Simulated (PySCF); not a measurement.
# One molecule, several mistakes: BFH3OSi cation

These are calculations, not measurements. The program is PySCF 2.14.0, an open-source quantum chemistry code, run on an isolated molecule that a program drew, which may never have been made. The molecule is BFH3OSi cation (charge +1, singlet), drawn as the SMILES string `O[SiH2][B+]F`.

Each row is a Hartree-Fock (HF) and frozen-core CCSD(T) single point in the cc-pV(D+d)Z basis, meant for a local HF minimum. Run 1 is clean. Each other run has one planted mistake out of seven kinds, and not every kind appears here: one electron removed, one electron added, multiplicity raised by two, geometry at a saddle point, minimal basis STO-3G, one bond length entered in bohr, all coordinates scaled. The reference is restricted for singlets and unrestricted otherwise, and also for a bond in bohr. Adding or removing an electron swaps singlet and doublet. Electrons count all cores. HOMO and LUMO are orbital energies over both spins, the gradient is its largest component, and the lowest frequency (negative if imaginary) is given only where the gradient is small. Bond lengths are over the 6 bonds as drawn. T1 is the CCSD diagnostic: over 0.02 (restricted) or 0.045 (unrestricted) a single reference is doubtful.

Geometry of the clean run:
```xyz
7
BFH3OSi cation, angstrom
O    -0.4676   -1.2978   -0.2124
Si   -0.1719   -0.6482    1.2261
B     0.0507    1.4206    0.7044
F     0.1815    2.5955    0.3804
H    -1.2603   -1.7412   -0.4878
H    -1.2710   -0.6000    2.1897
H     1.1592   -0.9366    1.7481
```

```
run,electrons,basis functions,<S^2>,HOMO (eV),LUMO (eV),gradient (hartree/bohr),lowest frequency (cm^-1),mean bond (Å),longest bond (Å),T1,HF (hartree),CCSD(T) (hartree),mistake
1,38,80,0.000,-18.53,-4.21,3.8e-05,107,1.4745,2.145,0.0162,-489.46571,-490.03458,no fault
2,38,80,0.000,-18.16,-4.45,9.6e-02,-,1.6028,2.332,0.0195,-489.42052,-490.00374,all coordinates scaled
3,37,80,0.763,-25.26,-14.11,1.3e-01,-,1.4745,2.145,0.0488,-488.86403,-489.39974,one electron removed
4,39,80,0.769,-5.94,2.92,1.3e-01,-,1.4745,2.145,0.0187,-489.65009,-490.22717,?
```

**Which mistake was planted in run 4, and what did it cost?**

It counts 39 electrons, one more than the clean run, at the same geometry and basis. So the mistake is: one electron added. Subtracting run 1 and multiplying by 627.51 kcal/mol a hartree, the energy moved by -115.7 kcal/mol in HF and -120.9 kcal/mol in CCSD(T).

Cautions from the logs. Run 3: T1 is over the limit, so its CCSD(T) energy is less reliable.
